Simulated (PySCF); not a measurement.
Excitations are Tamm–Dancoff values on a coarser integration grid. The basis has no diffuse functions, so Rydberg states are missing or too high.

Z-matrix (Å, degrees):
```
Si
H 1 1.4911
C 1 1.8901 2 111.00
H 3 1.0904 1 111.81 2 -44.58
H 3 1.0904 4 108.80 1 122.17
H 3 1.0921 4 108.10 5 116.99
Si 1 2.2040 2 106.79 3 -130.71
O 7 1.6525 1 121.68 2 165.91
H 8 0.9614 7 118.75 1 131.93
H 7 1.4892 8 109.46 9 -11.10
```
Charge 0, multiplicity 1.

Estimate the S1 oscillator strength, LUMO and S1 excitation (TDA) that TPSSh-D3(BJ)/def2-TZVP // B3LYP-D3(BJ)/def2-TZVP (PySCF) returns for this input.


* **S1 oscillator strength**: 0.040
* **LUMO**: -2.07 eV
* **S1 excitation (TDA)**: 3.81 eV
